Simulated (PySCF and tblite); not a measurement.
The numbers below are computed, except where a source is named.
2 regioisomers of C₇H₁₄Se:

| isomer | SMILES |
| --- | --- |
| A | [CH3:1][CH:2]([CH3:3])[C@@H:4]1[CH2:5][CH2:6][Se:7][CH2:8]1 |
| B | [CH3:1][CH:2]([CH3:3])[C@@H:4]1[CH2:5][CH2:6][CH2:7][Se:8]1 |

Protocol: conformer search, at most 6 conformers an isomer, GFN2-xTB geometries, energies PBE0/6-31G* (D3(BJ) added where defined), weights at 298.15 K with GFN2-xTB thermal terms. Programs: PySCF with density fitting and tblite.

Task: Rank the isomers by free energy at 298.15 K.

Result: 
```
isomer  ΔG (kcal/mol)  ΔE, lowest conformer  conformers  largest weight %  rms dipole (D)
     B            0.0                   0.0           5                63            2.14
     A            1.1                   1.2           4                57            2.36
```

ΔG is for one enantiomer.
